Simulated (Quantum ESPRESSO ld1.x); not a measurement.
Results of a calculation; reference values are marked as such.
The mean radii <r> (bohr) of the occupied orbitals of an atom or ion are listed with their occupations. Code: ld1.x of Quantum ESPRESSO 7.5. Model: scalar-relativistic Kohn-Sham, LDA (Slater exchange, Perdew-Zunger correlation), spin-polarised, spherical densities, point nucleus.

orbital  occ.      <r>
1s up       1  0.03432
1s down     1  0.03432
2s up       1   0.1498
2s down     1   0.1498
2p up       3   0.1304
2p down     3   0.1304
3s up       1   0.4162
3s down     1   0.4161
3p up       3   0.4170
3p down     3   0.4168
3d up       5   0.3994
3d down     5   0.3991
4s up       1    1.054
4s down     1    1.049
4p up       3    1.163
4p down     3    1.157
4d up       4    1.585
5s up       1    2.830
5p up       1    3.449

Name the element and its charge. Open shells, if any, are filled with parallel spins first.

Answer. Z = 43, technetium, charge +1: Tc+ in [Kr] 4d4 5s1 5p1. The 1s radius gives Z: for a bare nucleus <r> = (2 gamma + 1)/(2Z) with gamma = sqrt(1 - (Z/c)^2), 0.03371 bohr for Z = 43, and screening makes it slightly larger (0.03432 here). The occupations add up to 42, and the charge is Z minus that.
